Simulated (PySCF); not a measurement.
C₂H₈Cl₂Si₂, singlet, at a GFN2-xTB geometry; CASSCF(8,7)/STO-3G run with PySCF.

The PySCF input:
```python
from pyscf import gto, scf, mcscf
import numpy

mol = gto.M(
    atom='''
Si   -3.46529643   -0.67913246    0.22490484
C    -1.58510765   -0.93185108    0.38558695
C    -0.80557538    0.38011829    0.25316509
Si    1.07892926    0.14476032    0.37673387
Cl    1.69302925   -1.09856201   -1.09143566
Cl    2.00490332    1.93096764    0.16437702
H    -3.75841370   -0.10483207   -1.08982640
H    -3.90844752    0.24549827    1.27132978
H    -4.13844389   -1.96908527    0.37531679
H    -1.24033674   -1.63229329   -0.37672346
H    -1.35317447   -1.39168627    1.34769263
H    -1.05732347    0.84736486   -0.70295961
H    -1.14161834    1.07441690    1.02580220
H     1.48614324   -0.42867233    1.65391071
''',
    basis='sto-3g',
    verbose=4,
)

mf = scf.RHF(mol)
mf.kernel()
mc = mcscf.CASSCF(mf, 7, 8)
mc.fix_spin_(ss=0.0)
mc.kernel()
occ = numpy.linalg.eigvalsh(mc.fcisolver.make_rdm1(mc.ci, mc.ncas, mc.nelecas))[::-1]
ss = mc.fcisolver.spin_square(mc.ci, mc.ncas, mc.nelecas)[0]
print('natural occupations', occ.round(4), ' <S^2>', round(ss, 4))
```

Q: Predict the main parts of the log of this PySCF run.

A: 
```
PySCF version 2.14.0

[INPUT] verbose = 4
[INPUT] num. atoms = 14
[INPUT] num. electrons = 82
[INPUT] charge = 0
[INPUT] spin (= nelec alpha-beta = 2S) = 0
[INPUT] symmetry False subgroup None
[INPUT] Mole.unit = angstrom
[INPUT] Symbol           X                Y                Z      unit          X                Y                Z       unit  Magmom
[...]
nuclear repulsion = 500.781054642837
number of shells = 34
number of NR pGTOs = 162
number of NR cGTOs = 54
basis = sto-3g
ecp = {}

******** <class 'pyscf.scf.hf.RHF'> ********
method = RHF
initial guess = minao
damping factor = 0
level_shift factor = 0
DIIS = <class 'pyscf.scf.diis.CDIIS'>
diis_start_cycle = 1
diis_space = 8
diis_damp = 0
SCF conv_tol = 1e-09
SCF conv_tol_grad = None
SCF max_cycles = 50
direct_scf = True
direct_scf_tol = 1e-13
Set gradient conv threshold to 3.16228e-05
Initial guess from minao.
init E= -1559.52799950962
[...]
cycle= 1 E= -1559.92538609681  delta_E= -0.397  |g|= 0.322  |ddm|= 4.16
[...]
cycle= 2 E= -1559.98083596236  delta_E= -0.0554  |g|= 0.0663  |ddm|= 0.791
[...]
cycle= 3 E= -1559.98297734985  delta_E= -0.00214  |g|= 0.0165  |ddm|= 0.14
[...]
cycle= 4 E= -1559.98316840994  delta_E= -0.000191  |g|= 0.00202  |ddm|= 0.0536
[...]
cycle= 5 E= -1559.98317144102  delta_E= -3.03e-06  |g|= 0.000547  |ddm|= 0.00634
[...]
cycle= 6 E= -1559.98317164352  delta_E= -2.03e-07  |g|= 0.000136  |ddm|= 0.00157
[...]
cycle= 7 E= -1559.98317165705  delta_E= -1.35e-08  |g|= 2.15e-05  |ddm|= 0.000448
[...]
cycle= 8 E= -1559.98317165742  delta_E= -3.65e-10  |g|= 3.9e-06  |ddm|= 6.64e-05
[...]
Extra cycle  E= -1559.98317165742  delta_E= -9.09e-12  |g|= 1.45e-06  |ddm|= 8.48e-06
converged SCF energy = -1559.98317165742

******** <class 'pyscf.mcscf.mc1step.CASSCF'> ********
CAS (4e+4e, 7o), ncore = 37, nvir = 10
max_cycle_macro = 50
max_cycle_micro = 4
conv_tol = 1e-07
conv_tol_grad = None
orbital rotation max_stepsize = 0.02
orbital rotation threshold for CI restart = 0.01
augmented hessian ah_max_cycle = 30
augmented hessian ah_conv_tol = 1e-12
augmented hessian ah_linear dependence = 1e-14
augmented hessian ah_level shift = 1e-08
augmented hessian ah_start_tol = 2.5
augmented hessian ah_start_cycle = 3
augmented hessian ah_grad_trust_region = 3
kf_trust_region = 3
kf_interval = 4
ci_response_space = 4
ci_grad_trust_region = 3
with_dep4 0
natorb = False
canonicalization = True
sorting_mo_energy = False
ao2mo_level = 2
internal_rotation = False
[...]
CASCI E = -1559.98620608415  S^2 = 0.0000000
[...]
               |grad[o]|=0.000935  |grad[c]|=0.00745  |ddm|=0.000486  |maxRot[o]|=0.0554
macro iter  27 ( 11 JK    3 micro), CASSCF E = -1560.01758125002  dE =  4.51942219e-06  S^2 = 0.0000000
               |grad[o]|=0.000392  |grad[c]|=0.00375  |ddm|=0.00675  |maxRot[o]|=0.0829
macro iter  28 ( 21 JK    4 micro), CASSCF E = -1560.01758542882  dE = -4.17879937e-06  S^2 = 0.0000000
               |grad[o]|=0.000804  |grad[c]|=0.00178  |ddm|=0.000541  |maxRot[o]|=0.0447
macro iter  29 ( 11 JK    3 micro), CASSCF E = -1560.01758529974  dE =  1.29084356e-07  S^2 = 0.0000000
               |grad[o]|=0.000442  |grad[c]|=0.00267  |ddm|=0.000894  |maxRot[o]|=0.0479
macro iter  30 ( 23 JK    4 micro), CASSCF E = -1560.01759151982  dE = -6.22008633e-06  S^2 = 0.0000000
               |grad[o]|=0.00041  |grad[c]|=0.000868  |ddm|=0.000318  |maxRot[o]|=0.0389
macro iter  31 ( 11 JK    3 micro), CASSCF E = -1560.01758600479  dE =  5.51503945e-06  S^2 = 0.0000000
               |grad[o]|=0.000286  |grad[c]|=0.000989  |ddm|=0.000469  |maxRot[o]|=0.025
macro iter  32 ( 11 JK    2 micro), CASSCF E = -1560.01758965076  dE = -3.64597099e-06  S^2 = 0.0000000
               |grad[o]|=0.000218  |grad[c]|=0.000718  |ddm|=0.000352  |maxRot[o]|=0.0119
macro iter  33 (  6 JK    1 micro), CASSCF E = -1560.01759270076  dE = -3.05000253e-06  S^2 = 0.0000000
               |grad[o]|=0.000136  |grad[c]|=0.000749  |ddm|=0.000239  |maxRot[o]|=0.0138
macro iter  34 (  6 JK    1 micro), CASSCF E = -1560.01759301801  dE = -3.17248350e-07  S^2 = 0.0000000
               |grad[o]|=9.19e-05  |grad[c]|=0.000391  |ddm|=0.00011  |maxRot[o]|=0.0058
macro iter  35 (  5 JK    1 micro), CASSCF E = -1560.01759317326  dE = -1.55250973e-07  S^2 = 0.0000000
               |grad[o]|=6.41e-05  |grad[c]|=0.000287  |ddm|=9.59e-05  |maxRot[o]|=0.00305
macro iter  36 (  4 JK    1 micro), CASSCF E = -1560.01759326769  dE = -9.44287422e-08  S^2 = 0.0000000
               |grad[o]|=4.5e-05  |grad[c]|=0.000224  |ddm|=7.85e-05  |maxRot[o]|=0.00243
1-step CASSCF converged in  36 macro (480 JK 105 micro) steps
CASSCF canonicalization
Density matrix diagonal elements [1.99581457 1.98544603 1.98694128 1.97678277 0.02115379 0.01320635
 0.02065521]
CASSCF energy = -1560.01759326769
CASCI E = -1560.01759326769  E(CI) = -12.2685044324146  S^2 = 0.0000000
natural occupations [1.9981 1.9861 1.9849 1.9763 0.0255 0.016  0.013 ]  <S^2> 0.0
```
